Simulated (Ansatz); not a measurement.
Compare A (`C[Te][SiH2]O`) with its isomer B (`[SiH3]OC[TeH]`).

Calculated with Ansatz (gas phase, PBE0-D4/def2-TZVP geometries, no zero-point term in ΔE). CBS: MP2 limit from def2 TZ/QZ plus the TZ coupled-cluster correction, frozen cores. Functionals use def2-TZVPP. B3LYP here is the variant with VWN-RPA as its local correlation; programs differ in this. Elements past krypton have def2 core potentials. For Te outer-core shells are correlated without core-valence functions, which leaves a few kJ/mol of doubt a bond. One conformer a species, not always the lowest.

A:

Z-matrix (Å, degrees):
```
C
Te 1 2.151
H 1 1.087 2 109.7
H 1 1.087 2 109.2 3 -122.0
H 1 1.088 2 106.8 3 119.1
Si 2 2.468 1 93.9 3 62.8
O 6 1.651 2 109.9 1 64.1
H 6 1.490 2 110.9 1 -55.7
H 6 1.486 2 106.0 1 -174.4
H 7 0.959 6 116.5 2 -149.6
```

B:

```xyz
10

Si    0.5062   -0.2005    1.4201
O    -0.7363   -0.6470    0.4257
C    -0.7387   -0.4715   -0.9499
Te   -0.9068    1.5835   -1.6452
H     0.2494   -0.8854    2.7062
H     0.5523    1.2705    1.6145
H     1.7989   -0.6458    0.8288
H    -1.6167   -0.9654   -1.3654
H     0.1596   -0.8730   -1.4264
H     0.7321    1.8346   -1.6083
```

Task: Which is lower in electronic energy at CCSD(T)/CBS, and by how much? (Best estimate.)

Result: Computed: A, by 37.3 kcal/mol.

Task: Give E(B) − E(A) in kcal/mol with PBE-D4, CCSD(T)/def2-TZVPP, CCSD/def2-TZVPP, PBE0-D4, B3LYP-D4, B2PLYP, ωB97M-V. (Best estimate.)

Result: The calculation gave: PBE-D4 35.7, CCSD(T)/def2-TZVPP 35.3, CCSD/def2-TZVPP 35.3, PBE0-D4 37.0, B3LYP-D4 34.2, B2PLYP 35.6, ωB97M-V 35.9. None reverses the order clearly.

Largest T1 diagnostic: 0.012.

From PBE to PBE0 (25 % exact exchange), in def2-TZVPP and without D4, E(B) − E(A) moves by +1.3 kcal/mol.
